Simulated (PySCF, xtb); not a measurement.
C4H4F2O2, SMILES F/C=C(/C(OC)=O)F. One conformer was computed; it need not be the lowest.

Harmonic wavenumbers (cm⁻¹) from GFN2-xTB run with xtb at its own minimum, in rising order: 37, 58, 127, 142, 218, 258, 292, 380, 467, 488, 708, 722, 799, 861, 995, 1116, 1120, 1134, 1157, 1222, 1276, 1386, 1435, 1455, 1691, 1753, 2985, 2995, 3055, 3093.

Problem. What does B3LYP-D3(BJ)/def2-SVP (PySCF) give at its own minimum? (Estimate from the structure and the level; the computed values follow.)

Solution. 65, 120, 152, 156, 250, 267, 330, 397, 509, 519, 772, 789, 879, 899, 1017, 1157, 1172, 1210, 1223, 1342, 1409, 1458, 1464, 1479, 1766, 1828, 3047, 3134, 3177, 3243. Paired by order, the mean absolute difference is 60 cm⁻¹ and the zero-point energies are 47.8 and 50.4 kcal/mol.
